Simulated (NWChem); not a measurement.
Molecule: C3H4O2Si; SMILES O=C[Si@H]1C=CO1

```xyz
10

O     -0.2062    -2.6531     0.0888
C      0.1069    -1.5686     0.5139
Si    -0.0004     0.0083    -0.5759
C     -1.1284     1.3139     0.0610
C      0.0236     1.9314     0.4129
O      1.1188     1.2101     0.0140
H      0.4239    -1.4409     1.5872
H      0.1675    -0.3291    -2.0136
H     -2.1546     1.6193     0.2468
H      0.2186     2.8690     0.9496
```
Atoms are numbered in this order, from 1.

Level: PBE0/def2-SVP (NWChem), optimised geometry, unscaled harmonic frequencies. 

### Question
List the harmonic frequencies with IR intensities, and the thermochemistry.

### Answer
```csv
frequency (cm⁻¹),IR intensity (km/mol)
55,9.1
106,3.4
183,4.8
302,14.1
391,42.7
638,48.8
662,9.0
677,20.6
730,13.0
743,27.6
789,145.3
872,9.9
895,39.3
973,10.4
1046,55.0
1152,120.1
1296,12.4
1377,13.1
1581,81.7
1819,140.3
2278,99.9
2857,101.8
3185,12.9
3306,3.7
```

```json
{
  "zero_point_energy": "39.9 kcal/mol",
  "thermal correction to the enthalpy at 298.15 K (with zero-point energy)": "44.6 kcal/mol",
  "heat capacity Cv": "22.2 cal/(mol K)",
  "entropy at 298.15 K and 1 atm (symmetry number 1)": "81.7 cal/(mol K)",
  "dipole_moment": "1.96 D"
}
```

Rigid rotor and harmonic oscillator; modes under 100 cm⁻¹ make the entropy uncertain.
